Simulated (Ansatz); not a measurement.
`C/C=N/C[SiH3]` + H₂ → `C/C=N/C` + SiH₄ at 298.15 K and 1 bar (hydrogenolysis of a C–Si bond).

Computed with Ansatz on PBE0-D4/def2-TZVP structures; ΔE is electronic, products minus reactants. CBS: MP2 limit from def2 TZ/QZ plus the TZ coupled-cluster correction, frozen cores. This one scheme is used for every species. Double bonds are as drawn, so ΔE can hold a change between cis and trans. One conformer a species, not always the lowest.

```csv
species,CCSD(T)/CBS energy (Eh),H − E (kJ/mol),S (J/(mol·K))
`C/C=N/C[SiH3]`,-463.32488,313.7,349.2
H₂,-1.17544,35.1,130.4
`C/C=N/C`,-173.04842,269.2,294.1
SiH₄,-291.46306,92.1,204.8
```

H − E and S are ideal-gas, rigid-rotor, harmonic terms from PBE0-D4/def2-TZVP, for one conformer and one mirror image of each species. For small species the MP2-based limit differs from directly extrapolated CCSD(T) by up to some mEh (0.8 for H₂); such offsets cancel only in part. 1 Eh = 2625.50 kJ/mol, R = 8.31446 J/(mol·K).

By hand: ΔE, ΔH, ΔS and ΔG.

ΔE = (-173.04842) + (-291.46306) − (-463.32488) − (-1.17544) = -0.01116 Eh = -29.3 kJ/mol. Δ(H − E) = 269.2 + 92.1 − 313.7 − 35.1 = 12.5, so ΔH = -16.8 kJ/mol. ΔS = 294.1 + 204.8 − 349.2 − 130.4 = 19.3 J/(mol·K). ΔG = -16.8 − 298.15 × (19.3)/1000 = -22.6 kJ/mol.

By hand: the equilibrium constant, and the temperature at which ΔG would vanish if ΔH and ΔS stayed fixed.

log₁₀ K = −ΔG/(RT ln 10) = 4.0. ΔH and −TΔS have one sign here, so there is no such temperature.

TΔS isn't small against ΔH here. A doubt of 5 kJ/mol in ΔE shifts log₁₀ K by 0.9 here. Other conformers and mirror images would add mixing entropy, several J/(mol·K) or more a flexible species. These are equilibria of isolated gas molecules and say nothing of rates. Largest T1 diagnostic: 0.012 (customary marks: 0.02 for closed shells, 0.045 for open ones).
